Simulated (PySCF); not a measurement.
HgI₂, SMILES [I][Hg][I].

Geometry: PBE-D3(BJ)/def2-SVP. The isomer is the one that the SMILES or the coordinates give; other isomers of the formula were not compared. The def2 effective core potentials stand for the cores of Hg, I; spin–orbit coupling is left out.

Computed with PySCF with HF/def2-TZVPD.

Gas-phase values at a fixed geometry.

- total energy = -745.94973 hartree
- point group = D∞h
- highest occupied level = -10.14 eV
- lowest empty level = 0.22 eV
- orbital gap = 10.36 eV
- dipole moment = 0.00 D
- quadrupole, principal values (traceless, Buckingham form, about the centre of nuclear charge) = -7.79, 3.90, 3.90 D·Å
- mean static polarisability = 108.5 bohr³ (16.08 Å³)
- polarisability, principal values = 78.1, 78.1, 169.3 bohr³
